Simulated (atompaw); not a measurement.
What one change does to a pseudopotential (cerium (Ce), PAW (atompaw))

| Property | Result |
| --- | --- |
| Element | Ce (Z = 58) |
| Generator | atompaw 4.2.0.5 |
| Type | PAW |
| Functional | PBEsol |
| Relativity | scalar-relativistic |
| Frozen core | [Kr] 4d10 5s2 |
| Valence charge | 10 |
| Reference configuration | 4f1 5p6 5d1 6s2 6p0 |
| Partial waves | 6s (bound): rc 3.00 bohr; 6s channel at 1.65 Ry: rc 3.00 bohr; 5p (bound): rc 2.45 bohr; 6p (bound, empty): rc 3.00 bohr; 5d (bound): rc 2.15 bohr; 5d channel at 0.15 Ry: rc 2.15 bohr; 4f (bound): rc 1.80 bohr; 4f channel at 1.05 Ry: rc 1.80 bohr |
| Local potential | troulliermartins scheme with l = 4 at 0.5 Ry, radius 2.85 bohr |
| Core correction | smooth core density matched at 1.70 bohr |
| Augmentation charge | gaussian compensation charge, radius 2.65 bohr; PAW radius 3.00 bohr; waves and projectors: custom polynom2 7 10 vanderbiltortho |

Change: all radii scaled by about 1.17 (s 3.50, p 2.86, d 2.52, f 2.10 bohr); local potential troulliermartins scheme with l = 4 at 0.5 Ry, radius 3.34 bohr; augmentation gaussian compensation charge, radius 3.10 bohr; PAW radius 3.50 bohr; waves and projectors: custom polynom2 7 10 vanderbiltortho; core correction smooth core density matched at 1.98 bohr.

Cutoffs: the cutoffs (Ry, on a coarse ladder) from which the occupation-weighted sum of valence levels, in a spherical-Bessel basis at the reference potential, stays within 10 and 1 mRy of its value at 400 Ry; they do not see the model core or the augmentation charge, which bear on the density cutoff.

Q: What does the change do?

A: The potential gets softer (30 Ry and 140 Ry → 25 Ry and 60 Ry); the bound ghost in s disappears. A larger radius leaves more room for a smooth pseudo-wave, so fewer plane waves are needed.

```tsv
quantity	base	changed
cutoff, loose	30 Ry	25 Ry
cutoff, tight	140 Ry	60 Ry
loose cutoff by channel (10 mRy a level)	s 6 Ry, p 15 Ry, d 10 Ry, f 25 Ry	s 6 Ry, p 10 Ry, d 15 Ry, f 21 Ry
bound ghosts	s	none
lowest overlap eigenvalue by channel	s 0.30, p 0.58, d 0.81, f 0.99	s 0.53, p 0.64, d 0.90, f 0.99
```

 A true bound ghost makes a file unfit for plane-wave use even where its test errors are small: the radial tests pick states by their node count and pass the ghost by. The cutoffs see the waves, projectors and local potential, not the compensation charge or the core.
